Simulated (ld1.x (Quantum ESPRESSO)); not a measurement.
niobium (Nb): one change to a TM potential, before and after

- Element: Nb (Z = 41)
- Generator: ld1.x (Quantum ESPRESSO) 7.5
- Type: norm-conserving Troullier–Martins (Kleinman–Bylander form)
- Functional: PBE
- Relativity: scalar-relativistic
- Frozen core: [Kr]
- Valence charge: 5
- Reference configuration: 4d4 5s0 5p0 (charge +1)
- Partial waves: 5s (bound, empty): rc 3.15 bohr; 5p (bound, empty): rc 3.75 bohr; 4d (bound): rc 2.70 bohr; 4f channel at -0.05 Ry: rc 3.55 bohr
- Local potential: all-electron potential smoothed inside 3.45 bohr (lloc = -1)
- Core correction: Bessel-smoothed model core inside 2.50 bohr

Change: all radii but the core radius scaled by about 0.81 (s 2.56, p 3.04, d 2.20, f 2.88 bohr); local potential all-electron potential smoothed inside 2.80 bohr (lloc = -1).

Cutoffs: the cutoffs (Ry, on a coarse ladder) from which the occupation-weighted sum of valence levels, in a spherical-Bessel basis at the reference potential, stays within 10 and 1 mRy of its value at 400 Ry; they do not see the model core or the augmentation charge, which bear on the density cutoff. Errors are all-electron minus pseudo energies relative to the spin-unpolarised reference configuration.

Question: What does the change do?

Answer: The potential gets harder (25 Ry and 30 Ry → 35 Ry and 40 Ry); a bound ghost appears in s, which as a rule spoils a file; the errors of the 7 common tests hardly move. A smaller radius makes the pseudo-wave follow the all-electron one further in, where it bends more sharply, so more plane waves are needed.

```tsv
quantity	base	changed
cutoff, loose	25 Ry	35 Ry
cutoff, tight	30 Ry	40 Ry
bound ghosts	none	s
error for 4d4 5s1 5p0, meV [ΔE -6.64 eV]	-7.7	-7.5
error for 4d3 5s0 5p0, meV [ΔE 14.04 eV]	-101	-94
error for 4d2 5s0 5p0, meV [ΔE 38.76 eV]	-523	-541
error for 4d3 5s1 5p0, meV [ΔE 0.38 eV]	-79	-69
error for 4d4 5s0 5p1, meV [ΔE -3.69 eV]	-3.4	-3.2
error for 4d3 5s2 5p0, meV [ΔE -7.15 eV]	-105	-111
error for 4d4 5s0.5 5p0, meV [ΔE -4.00 eV]	-1.9	-1.8
```

 A true bound ghost makes a file unfit for plane-wave use even where its test errors are small: the radial tests pick states by their node count and pass the ghost by.
